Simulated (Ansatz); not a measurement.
```yaml
crystal:
  periodic: [false, false, false]
  atoms:
    - {symbol: F, position_ang: [0.238488, -0.155223, 1.910785]}
    - {symbol: Ta, position_ang: [0.037604, -0.063885, 0.089407]}
    - {symbol: S, position_ang: [1.421450, -1.228333, -0.928056]}
    - {symbol: Cl, position_ang: [-2.052012, -0.645557, -0.528321]}
    - {symbol: Cl, position_ang: [0.385809, 2.187787, -0.522709]}
basis:
  gaussian: {orbitals: x2c-TZVPPall}
magnetization: {spin_polarized: true, initial_magnetization: 1}
hamiltonian: {xc: {name: HSE06}}
```

```sh
$ ansatz run in.yaml --threads 4 --pin off --events-out ev --progress --plain --max-ram 10444MiB
```

It prints (some lines left out):

```
Error: a molecule whose nuclei and cores have a total charge of 132 cannot have a net charge of 0 together with 1 unpaired electrons
```

Problem. Something in this input is off. What?

Solution. The number of unpaired electrons doesn't fit the electron count. The program refused the input.

HSE06 is defined as in plane-wave codes.
